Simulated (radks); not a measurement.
Values are calculated unless marked as measured or tabulated.
Species: Kr XXXIII. Configuration: 1s1.75 2s2 3d0.25 (fractional occupations, a model configuration).

Level of theory: scalar-relativistic Kohn-Sham, PBE, spin-unpolarised, spherical densities, point nucleus (a radial shooting solver on a logarithmic mesh with Libxc functionals).

Energy parts (Ry):
| part | energy |
|---|---|
| total | -2907.75250 |
| kinetic | 3005.55452 |
| electron-nucleus | -6010.93239 |
| Hartree | 150.54721 |
| exchange-correlation | -52.92184 |

Orbitals (lengths in bohr, moments of r in powers of bohr):
1s: occ. 1.75; eigenvalue (Ry) -1235.691; <r> 0.04116; <r^4> 0.00001326
2s: occ. 2; eigenvalue (Ry) -289.7668; <r> 0.1693; <r^4> 0.001862
2p: occ. 0; eigenvalue (Ry) -280.7198; <r> 0.1445; <r^4> 0.001199
3s: occ. 0; eigenvalue (Ry) -124.0341; <r> 0.3911; <r^4> 0.04350
3d: occ. 0.25; eigenvalue (Ry) -118.7515; <r> 0.3151; <r^4> 0.02095

The highest occupied level is 3d at -1615.7 eV. The configuration is held as typed, so some empty levels lie below it. Summed over all electrons, <r^2> = 0.09950 bohr^2, which gives a Langevin (diamagnetic) susceptibility term of -0.0788 x 10^-6 cm^3/mol. The density falls to 0.001 e/bohr^3 at r = 0.77 bohr.
